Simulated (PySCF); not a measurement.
Al(Me)(OH)(PH2) (CH₆AlOP), SMILES [CH3][Al]([OH])[PH2].

The structure is a stationary point at B3LYP-D3(BJ)/def2-SVP. The structure was generated by enumeration; whether it is a known compound was not checked. One conformer was computed; it need not be the lowest.

Level of theory: TDA-PBE/def2-SVPD run with PySCF.

Vertical excitations. Isolated molecule, no solvent.

Computed excitation energies, oscillator strengths and character:
```tsv
state	energy (eV)	λ (nm)	f	main pairs
S1	4.95	251	0.019	HOMO→LUMO+1 78 %, HOMO→LUMO 21 %
S2	5.15	241	0.096	HOMO→LUMO 71 %, HOMO→LUMO+1 19 %
S3	5.65	219	0.029	HOMO→LUMO+2 95 %
S4	6.18	201	0.007	HOMO−1→LUMO 43 %, HOMO→LUMO+3 27 %, HOMO−1→LUMO+1 26 %
S5	6.22	199	0.027	HOMO−1→LUMO+1 68 %, HOMO−1→LUMO 26 %
S6	6.36	195	0.028	HOMO→LUMO+4 88 %
S7	6.53	190	0.035	HOMO→LUMO+3 44 %, HOMO→LUMO+5 14 %, HOMO−1→LUMO 11 %, HOMO−2→LUMO+1 7 %
S8	6.58	188	0.006	HOMO−3→LUMO 41 %, HOMO−2→LUMO+1 27 %, HOMO−2→LUMO 19 %
S9	6.61	187	0.031	HOMO−2→LUMO+1 51 %, HOMO−2→LUMO 31 %
S10	6.70	185	0.046	HOMO−3→LUMO+1 77 %, HOMO−3→LUMO 13 %
T1	4.39	283	0	HOMO→LUMO 95 %
T2	4.70	264	0	HOMO→LUMO+1 97 %
T3	5.22	238	0	HOMO→LUMO+2 96 %
T4	5.74	216	0	HOMO→LUMO+3 71 %, HOMO−1→LUMO 18 %
```
Triplets are in the Tamm–Dancoff approximation.
